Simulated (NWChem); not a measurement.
Molecule: C4H7B; SMILES B(C)(C)C#C

Results from NWChem. Pople sets run with spherical d functions. STO-3G and 3-21G are far too small for this property and stand as cheap habits. Coordinates come from a PBE0/def2-SVP optimisation. Field at 589 nm.

For level B3LYP/6-31G*:

```
Quantity                          Result
--------------------------------  ------
isotropic polarisability (bohr³)    52.5
anisotropy (bohr³)                  39.3
```

Task: Estimate the same quantities for level B3LYP/STO-3G.

Result: 
| Item | Result |
|---|---|
| isotropic polarisability (bohr³) | 29.8 |
| anisotropy (bohr³) | 30.7 |
